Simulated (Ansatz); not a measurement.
Process, species as SMILES: [SiH][SiH3] (SiH-SiH3) (closed-shell singlet) → 4 H atom + 2 Si atom
B3LYP-D3(BJ)/def2-TZVP geometries, fixed; electronic energies without zero-point terms.

Energies in hartree at PBE with Ansatz (a first-principles code); the atomisation energy is their sum with the coefficients shown, times 627.509 kcal/mol a hartree. All functions are spherical. The program fits the integrals of some runs and decomposes those of others, by size. Open shells are unrestricted. No added dispersion term, no relativity.

```tsv
species	coefficient	part	cc-pV(D+d)Z	cc-pV(T+d)Z	cc-pV(Q+d)Z
[SiH][SiH3] (SiH-SiH3) (closed-shell singlet)	-1	PBE	-580.99741	-581.02142	-581.02829
H atom	+4	PBE	-0.49863	-0.49962	-0.49985
Si atom	+2	PBE	-289.21917	-289.22661	-289.22964
```

Task: Predict the atomisation energy in cc-pV(5+d)Z (X = 5): let each PBE step shrink by the ratio of the last two. Compare with the run.

Result: 
- [SiH][SiH3] (SiH-SiH3) (closed-shell singlet): steps -0.02401 and -0.00687, ratio 0.286, so PBE -581.03025 (run: -581.03420).
- H atom: steps -0.00099 and -0.00023, ratio 0.232, so PBE -0.49990 (run: -0.49997).
- Si atom: steps -0.00744 and -0.00303, ratio 0.407, so PBE -289.23087 (run: -289.23264).
Predicted 357.00 kcal/mol; the run in cc-pV(5+d)Z gives 357.08, a miss of -0.08. Keeping the value in cc-pV(Q+d)Z, 357.44, would miss by 0.36. All sums are of the energies as printed.
